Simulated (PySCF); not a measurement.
**UHF on C (carbon, neutral)**

Configuration: [He] 2s2 2p1 3s1, high-spin 3P determinant (an excited configuration). All numbers are calculated (PySCF 2.14, scalar relativity by spin-free X2C-1e, in aug-cc-pVTZ-DK (5s4p3d2f, 46 functions)).

```
Total energy                                                  : -37.429087 hartree
One-electron energy                                           : -48.8597 hartree
Hartree (Coulomb) energy                                      : 16.2859 hartree
Exchange energy                                               : -4.8553 hartree
⟨S²⟩                                                          : 2.0065
⟨L²⟩                                                          : 2.023
Sum of ⟨r⟩                                                    : 9.821 bohr
Sum of ⟨r²⟩                                                   : 33.82 bohr²
Traceless quadrupole moment −½Σ⟨3z² − r²⟩ along its main axis : -0.651 e·bohr²
Langevin diamagnetic susceptibility                           : -26.8 ×10⁻⁶ cm³/mol
```

```csv
shell,electrons,mean orbital energy (hartree),"rms radius, mean of both spins (bohr)"
1s α,1,-11.68160,0.311
1s β,1,-11.64647,0.311
2s α,1,-1.00655,1.62
2s β,1,-0.85840,1.62
2p α,1,-0.68616,1.67
3s α,1,-0.11931,5.06
```

The outer electron is Rydberg-like, and this basis confines it to a smaller radius and binds it less than a complete one would.

Spin-orbit constants ζ (cm⁻¹) from the X2C one-electron operator on these orbitals: bare nucleus, nucleus screened by l(l+1)(2l+1)/3 electrons, and screened by the Breit-Pauli mean field of the electrons.

```json
{"shell": "2p", "bare": "75.57", "screened nucleus": "50.38", "mean field": "40.38"}
```

To first order the Landé constant is A = 20.19 cm⁻¹, so the lowest level has J = 0 and lies 0.00501 eV below the centre of the term. This holds in LS coupling only.
